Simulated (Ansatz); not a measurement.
Consider the redistribution: `O[SiH](O)[Si](F)(F)F` + `BC` → `O[SiH](O)[SiH](F)F` + `CBF`.

Computed with Ansatz on PBE0-D4/def2-TZVP structures; ΔE is electronic, products minus reactants. CBS: MP2 limit from def2 TZ/QZ plus the TZ coupled-cluster correction, frozen cores. This one scheme is used for every species. Functionals use def2-TZVPP. Each species was taken in one conformer, which may not be the lowest.

`O[SiH](O)[Si](F)(F)F`:

Z-matrix (Å, degrees):
```
Si
O 1 1.641
Si 1 2.340 2 110.3
O 1 1.632 2 110.7 3 114.2
H 1 1.491 2 108.5 3 -121.8
H 2 0.958 1 118.3 3 105.3
F 3 1.583 1 112.5 2 -177.3
F 3 1.585 1 110.1 2 -58.6
F 3 1.581 1 113.3 2 61.0
H 4 0.959 1 119.3 2 59.3
```

`BC`:

Z-matrix (Å, degrees):
```
C
B 1 1.548
H 1 1.091 2 115.2
H 1 1.105 2 103.3 3 -114.8
H 1 1.091 2 115.2 3 130.4
H 2 1.199 1 120.9 3 -157.0
H 2 1.199 1 120.9 3 26.7
```

`O[SiH](O)[SiH](F)F`:

Cartesian coordinates in Å:
```
O -0.272 -1.856 -0.513
Si 0.230 -0.585 0.404
O 1.858 -0.447 0.312
Si -0.555 1.440 -0.493
F -2.148 1.355 -0.590
F -0.224 2.647 0.495
H -1.004 -2.383 -0.189
H -0.238 -0.808 1.804
H 2.404 -1.179 0.604
H -0.051 1.815 -1.835
```

`CBF`:

```xyz
7

C    -0.101    0.629    0.258
B     0.125   -0.789   -0.333
F     0.522   -1.788    0.444
H     0.099    0.701    1.328
H    -1.132    0.948    0.066
H     0.526    1.355   -0.272
H    -0.040   -1.057   -1.492
```

| level | ΔE (kJ/mol) | difference from CCSD(T)/CBS |
| --- | --- | --- |
| ωB97X-V | 4.1 | -4.3 |
| PBE | -5.0 | -13.4 |
| PBE0 | -0.4 | -8.8 |
| HF/def2-TZVPP | 9.6 | 1.2 |
| MP2/def2-TZVPP | 7.9 | -0.5 |
| CCSD/def2-TZVPP | 7.0 | -1.4 |
| CCSD(T)/def2-TZVPP | 5.7 | -2.7 |
| MP2/def2-QZVPP | 10.2 | 1.8 |
| HF/CBS(def2) | 12.0 | 3.6 |
| MP2/CBS(def2) | 10.6 | 2.2 |
| CCSD(T)/CBS | 8.4 | 0 |

Largest T1 diagnostic among the species: 0.012.

From PBE to PBE0 (25 % exact exchange), in def2-TZVPP and without D4, ΔE moves by +4.7 kJ/mol.
